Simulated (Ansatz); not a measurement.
A nudged elastic band was laid between two geometries of H$_{3}$ISSi (6 atoms, charge 0, multiplicity 1).

Method: Ansatz 0.2.0, RHF/def2-SVP.

```yaml
movable_images: 5
climbing_image: yes
spring: 5.0 eV/Å²
optimiser: quadratic models (default)
start_path: through a guess of the saddle point
force_threshold: 0.05 eV/Å
iteration_limit: 60
end_points: relaxed
```

First end point:

```xyz
6
Properties=species:S:1:pos:R:3
S -1.029 -1.417 -0.078
Si 0.443 0.098 0.262
I -0.505 2.378 0.277
H -1.349 -1.046 -1.321
H 1.480 0.094 -0.781
H 1.003 -0.171 1.594
```

Last end point:

```xyz
6
Properties=species:S:1:pos:R:3
S 0.056 -1.298 -0.745
Si 1.081 0.488 1.076
I -0.432 2.433 0.351
H -1.198 -0.849 -0.850
H 0.483 -0.708 -1.865
H 0.052 -0.131 1.987
```

**Question.** What changes between the two ends?

**Answer.** Bonds broken: Si2–H5. Bonds formed: S1–H5. H3ISSi becomes H2S + HISi.

**Question.** Give the energies along the band, and the barrier.

**Answer.** The forces met the threshold. The highest image is number 2 of 0 to 6, 79.5 kcal/mol above the first end and 34.4 kcal/mol above the last; the last end lies 45.1 kcal/mol above the first. Neighbouring images differ by up to 2.5 eV, so the band resolves the path poorly. A vibrational analysis at the climbing image gives one clearly imaginary mode, 1504i cm⁻¹: a first-order saddle point. The orbitals stay closed-shell, which can raise the energy where a bond breaks towards radicals; this wasn't checked here.

```json
{"image": "0", "path coordinate (Å)": "0.00", "energy (kcal/mol)": "0.0", "Si2–H5 (Å)": "1.47", "S1–H5 (Å)": "3.01"}
{"image": "1", "path coordinate (Å)": "0.70", "energy (kcal/mol)": "22.5", "Si2–H5 (Å)": "1.45", "S1–H5 (Å)": "2.38"}
{"image": "2", "path coordinate (Å)": "1.41", "energy (kcal/mol)": "79.5", "Si2–H5 (Å)": "1.61", "S1–H5 (Å)": "1.68"}
{"image": "3", "path coordinate (Å)": "2.11", "energy (kcal/mol)": "54.1", "Si2–H5 (Å)": "2.42", "S1–H5 (Å)": "1.34"}
{"image": "4", "path coordinate (Å)": "2.82", "energy (kcal/mol)": "46.1", "Si2–H5 (Å)": "3.18", "S1–H5 (Å)": "1.33"}
{"image": "5", "path coordinate (Å)": "3.52", "energy (kcal/mol)": "45.5", "Si2–H5 (Å)": "3.27", "S1–H5 (Å)": "1.33"}
{"image": "6", "path coordinate (Å)": "4.23", "energy (kcal/mol)": "45.1", "Si2–H5 (Å)": "3.23", "S1–H5 (Å)": "1.34"}
```

**Question.** What is the geometry of the highest image?

**Answer.** 
```xyz
6
Properties=species:S:1:pos:R:3
S -0.609 -1.456 -0.301
Si 0.817 0.488 0.302
I -0.728 2.421 0.381
H -1.219 -0.853 -1.325
H 0.797 -0.687 -0.799
H 0.984 0.024 1.696
```

The band took 20 iterations and about 2.6 core-minutes.

Time of the run: 2.6 min on 1 thread of Arm Neoverse V1, on a shared host, peak memory 0.15 GiB.
